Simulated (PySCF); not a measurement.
Magnetisability: `N#CC1=C(F)COC=CO1`, C6H4FNO2

Cartesian coordinates in Å; atom numbers follow the order of the lines, from 1:
```xyz
14

N     3.6478    0.9548   -0.6333
C     2.5503    0.7128   -0.4206
C     1.1833    0.4115   -0.1491
C     0.7855   -0.8755   -0.1148
F     1.7231   -1.8266   -0.3344
C    -0.5411   -1.4585    0.2557
O    -1.6917   -0.8037   -0.2189
C    -1.8283    0.5322   -0.0170
C    -0.9292    1.5083    0.0954
O     0.4330    1.5182    0.0493
H    -0.5938   -1.5240    1.3547
H    -0.5911   -2.4739   -0.1496
H    -2.8736    0.8041    0.0174
H    -1.2750    2.5198    0.2430
```

Computed, not measured: PySCF, GIAO B3LYP/pcSseg-1 magnetisability, rotational g tensor and spin-rotation constants, non-relativistic, gas phase. Geometry: GFN2-xTB.

Problem. What are the magnetisability and the molar susceptibility?

Solution. Isotropic -1126 × 10⁻³⁰ J/T², or -67.8 × 10⁻⁶ cm³/mol; principal values -1180, -1146, -1051 × 10⁻³⁰ J/T², anisotropy 116 × 10⁻³⁰ J/T² (root of half the summed squared differences of the principal values). The susceptibility is in cgs units.

Problem. Split it along the inertial axes a, b, c into diamagnetic and paramagnetic parts about the centre of mass, with the quadrupole moment.

Solution. 
| axis | χ (10⁻⁶ cm³/mol) | diamagnetic (10⁻⁶ cm³/mol) | paramagnetic (10⁻⁶ cm³/mol) | summed x² of all electrons (Å²) | quadrupole Θ (D Å) |
| --- | --- | --- | --- | --- | --- |
| a | -70.0 | -586.3 | 516.4 | 235.8 | -13.23 |
| b | -63.8 | -1066.8 | 1003.0 | 122.5 | +9.13 |
| c | -69.6 | -1520.3 | 1450.7 | 15.7 | +4.09 |

Anisotropies 2χaa − χbb − χcc = -6.6 and 2χbb − χaa − χcc = +11.9 × 10⁻⁶ cm³/mol. Θ is traceless in Buckingham's convention.

Problem. And the rotational g tensor?

Solution. 
```csv
axis,rotational constant (GHz),g,nuclear part,electronic part
a,2.3324,-0.0295,0.5363,-0.5658
b,1.1667,-0.0253,0.5244,-0.5498
c,0.7918,-0.0139,0.5257,-0.5397
```
Asymmetric top; isotopes 12C, 19F, 1H, 14N, 16O; no vibrational averaging.
